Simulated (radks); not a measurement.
Problem. Species: the hafnium ion Hf3+. Configuration: [Xe] 4f14 5d1. All-electron calculation, scalar-relativistic Kohn-Sham, BLYP, spin-polarised, spherical densities, finite nucleus; open shells are filled with parallel spins first (spin-orbit coupling, left out, can overturn this in heavy ions); Fermi nuclear charge, rms radius 5.347 fm. Program: a radial shooting solver on a logarithmic mesh with Libxc functionals. Some entries of the table are withheld. Estimate them.

orbital,occ.,eigenvalue (eV),<r^2> (bohr^2),r(max) (bohr)
1s down,1,-65299.68,0.0004951,0.01190
1s up,1,-65299.67,0.0004951,0.01190
2s up,1,-11190.89,0.007642,0.06807
2s down,1,-11190.85,0.007642,0.06807
2p up,3,-9832.234,0.006283,0.05566
2p down,3,-9832.202,0.006283,0.05566
3s up,1,-2570.620,0.04978,0.1922
3s down,1,-2570.615,0.04978,0.1922
3p up,3,-2164.580,0.05041,0.1898
3p down,3,-2164.574,0.05041,0.1898
3d up,5,-1683.297,0.04186,0.1546
3d down,5,-1683.276,0.04186,0.1546
4s up,1,-539.3594,0.2476,0.4373
4s down,1,-539.3329,0.2476,0.4373
4p up,3,-406.1149,0.2819,0.4581
4p down,3,-406.0905,0.2819,0.4581
4d up,5,-233.7841,0.3325,0.4709
4d down,5,-233.7527,0.3324,0.4709
5s up,1,-94.2830,(1),1.015
5s down,1,-93.8548,(2),1.013
5p up,3,-62.6262,(3),1.156
5p down,3,-62.0405,(4),1.154
4f up,7,-44.0057,0.5872,0.4544
4f down,7,-43.8973,0.5817,0.4543
5d up,1,-27.4723,4.380,1.584
5d down,0,-26.7730,4.453,1.580

Solution. 
(1) 5s up <r^2> (bohr^2): 1.439
(2) 5s down <r^2> (bohr^2): 1.433
(3) 5p up <r^2> (bohr^2): 1.992
(4) 5p down <r^2> (bohr^2): 1.982
